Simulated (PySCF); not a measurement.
Gas-phase reaction: 2 GaCl2 + 4 HCl = 2 GaH2Cl + 3 Cl2

Method: PySCF energies plus ideal-gas RRHO corrections (1 bar). † marks an energy on the PBE0/def2-TZVP geometry and frequencies; other levels use their own. CCSD(T) freezes the core. 6-31G* has spherical d functions here. Open shells (unrestricted): GaCl2 (multiplicity 2); the rest are closed-shell singlets. Ga: all electrons, no relativistic terms. GaCl2, GaH2Cl: computed as isolated molecules; such fragments, hydroxides, amides, oligomers or adducts are transient or little studied in the gas. CCSD(T) isn't extrapolated to the basis-set limit.

HF/6-31G* gives ΔH°(298 K) = 649 kJ.

What do M06-2X/def2-TZVP†, CCSD(T)/def2-TZVPP†, PBE0/def2-SVP† give?

M06-2X/def2-TZVP†: 565 kJ; CCSD(T)/def2-TZVPP†: 559 kJ; PBE0/def2-SVP†: 590 kJ. For scale, ΔH°(298 K) is 649 kJ at this level, 526 kJ at ωB97M-V/def2-TZVP†, and runs from 399 to 652 kJ over the 20 levels computed († marks an energy on the PBE0/def2-TZVP geometry).
